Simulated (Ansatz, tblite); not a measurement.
Cost and result up the ladder for [MoS4]2- (MoS₄²⁻) (5 atoms). The state is a singlet with charge -2. Geometry: B3LYP-D4/def2-SVPD.

```tsv
atom	x (Å)	y (Å)	z (Å)
Mo1	0.000	0.000	0.000
S2	1.547	-0.529	-1.493
S3	0.438	-1.028	1.912
S4	-1.988	-0.634	-0.741
S5	0.003	2.191	0.322
```

Ansatz on 4 threads of Arm Neoverse V2 on a shared host; xTB runs through tblite on one thread. Times are rough, summed over both states, and most runs start from the orbitals of an earlier one. No level here is sound enough to serve as a yardstick. The other state is a triplet.

In the def2 sets Mo takes a core potential; there is no spin–orbit coupling. The xTB rows come from tblite. A multiply charged anion in the gas phase is held together partly by the finite basis. Removing one electron lowers the energy by 0.39 eV at PBE0-D4/def2-TZVPD, so it isn't bound. HOMO above LUMO, or a gap near zero within one spin, warns that the state may not be the lowest or that an electron is smeared out.

xTB has no spin-polarisation term.

| level | functions | wall time | vertical triplet (eV) | remarks |
| --- | --- | --- | --- | --- |
| GFN1-xTB | 45 | 0.011 s | 2.86 | – |
| GFN2-xTB | 45 | 0.013 s | 2.26 | – |
| PBE-D4/def2-TZVPD (with forces) | 224 | 15 s | 2.02 | HOMO above zero (singlet), HOMO above zero (triplet), gap within one spin near zero (triplet) |
| r2SCAN-D4/def2-TZVPD | 224 | 53 s | 2.03 | HOMO above zero (singlet), HOMO above zero (triplet) |
